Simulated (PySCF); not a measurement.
**Radial density of Si (silicon, neutral)**

BP86, [Ne] 3s2 3p2, high-spin 3P determinant. All numbers are calculated (PySCF 2.14, scalar relativity by spin-free X2C-1e, in cc-pVTZ-DK (5s4p2d1f, 34 functions)).

```
r (bohr)  4πr²ρ (e/bohr)  4πr²(ρα − ρβ)
 0.00151         0.05791         0.0000
 0.00254          0.1521         0.0000
 0.00427          0.3955         0.0000
 0.00718           1.002         0.0000
  0.0121           2.417        -0.0001
  0.0203           5.338        -0.0001
  0.0342           10.15         0.0003
  0.0575           15.00         0.0032
  0.0967           14.92         0.0178
   0.163           10.19         0.0630
   0.274           11.56         0.1257
   0.460           13.98         0.0872
   0.774           6.019         0.0034
    1.30           1.728         0.3893
    2.19           1.733         0.7994
    3.68          0.5299         0.3539
    6.19         0.03207         0.0283
```

Densities and radii are taken from the X2C orbitals without a picture-change correction, which distorts them close to the nucleus.
